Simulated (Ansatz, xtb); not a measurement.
# Relaxing a trial structure of C2H5BF+

The starting geometry of this gas-phase singlet was built from a drawn formula by distance geometry and a force field; its bonds are those of `[CH2+]B(C)F`.

```xyz
9

C     0.2589   -1.8229    1.5260
C     1.1235   -0.0216   -0.3252
B    -0.0209   -0.9260    0.2698
F    -1.3149   -1.0210   -0.3846
H     1.2455   -1.8008    1.9930
H    -0.5031   -2.4874    1.9451
H     1.4479    0.7647    0.4250
H     1.9673   -0.6543   -0.6523
H     0.6822    0.5006   -1.2240
```

Predict what becomes of its bonds when it is optimised with r2SCAN-D4/def2-SVP.

It rearranges to `CC[B+]F`. Distances that change by over a tenth: B3–F4 (1.45 → 1.24 Å). Contacts that open: C2–B3 (1.58 → 2.57 Å). Contacts that close: C1–C2 (2.72 → 1.56 Å).

The energy falls by 2.83 eV over 25 steps:

| step | E − E(last) (eV) |
| --- | --- |
| 1 | 2.834 |
| 4 | 2.198 |
| 6 | 2.097 |
| 9 | 1.684 |
| 12 | 1.097 |
| 14 | 0.699 |
| 17 | 0.328 |
| 20 | 0.078 |
| 22 | 0.017 |
| 25 | 0.000 |

Final geometry (Å):

| atom | x (Å) | y (Å) | z (Å) |
| --- | --- | --- | --- |
| C | 0.4180 | -1.2558 | 0.8033 |
| C | 1.4345 | -0.5052 | -0.1047 |
| B | -0.9834 | -0.7828 | 0.7220 |
| F | -2.1499 | -0.3817 | 0.6489 |
| H | 0.6935 | -1.1891 | 1.8789 |
| H | 0.3806 | -2.3437 | 0.5749 |
| H | 1.4929 | 0.5603 | 0.1527 |
| H | 2.4207 | -0.9581 | 0.0637 |
| H | 1.1794 | -0.6127 | -1.1669 |

From the same start GFN2-xTB reaches the same bonding as this run.

No frequencies were run, so the end isn't proven a minimum. Run with Ansatz 0.2.0, 34 s on 2 threads of Intel(R) Xeon(R) Processor @ 2.70GHz (shared host).
